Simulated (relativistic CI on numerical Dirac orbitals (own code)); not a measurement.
## Slater and spin-orbit integrals, Tm XV

These numbers are calculated, not measured: Dirac-Coulomb-Breit CI, separate exchange-only KLI orbitals for each configuration, QED by a radiative potential, unscaled Slater integrals (own radial code, finite nucleus).

Slater integrals F^k, G^k are unscaled and averaged over j, outside the closed core [Ar] 3d10; ζ comes from projecting the Hamiltonian with its Breit term on Σ l·s of the shell.

- 4s2.4p6.4d10.4f9: F^2(4f,4f) = 165090, F^4(4f,4f) = 105470, F^6(4f,4f) = 76446, ζ(4f) = 3221.7 cm⁻¹; <r>(4f) = 0.606, <r^2>(4f) = 0.4357 (bohr units).
- 4s2.4p6.4d10.4f7.5s2: F^2(4f,4f) = 171090, F^4(4f,4f) = 109570, F^6(4f,4f) = 79499, ζ(4f) = 3488.5 cm⁻¹; <r>(4f) = 0.5883, <r^2>(4f) = 0.4095 (bohr units).
- 4s2.4p6.4d9.4f10: ζ(4d) = 28278, F^2(4f,4f) = 165270, F^4(4f,4f) = 105600, F^6(4f,4f) = 76537, F^2(4d,4f) = 169610, F^4(4d,4f) = 109860, G^1(4d,4f) = 196520, G^3(4d,4f) = 126480, G^5(4d,4f) = 90315, ζ(4f) = 3210.6 cm⁻¹; <r>(4d) = 0.5539, <r^2>(4d) = 0.3533, <r>(4f) = 0.6054, <r^2>(4f) = 0.4348 (bohr units).

Averages of the first 6 configurations, taken without configuration mixing, which lowers the lowest level and can move excited configurations by several eV; other configurations of the list can lie among them:

```csv
Configuration,Parity,States,Average energy above the lowest level (eV)
4s2.4p6.4d10.4f9,odd,2002,35.5
4s2.4p6.4d10.4f7.5s2,odd,3432,19.9
4s2.4p6.4d9.4f10,even,10010,220.7
4s2.4p5.4d10.4f10,odd,6006,390.4
4s.4p6.4d10.4f10,even,2002,511.6
4p6.4d10.4f11,odd,364,990.3
```
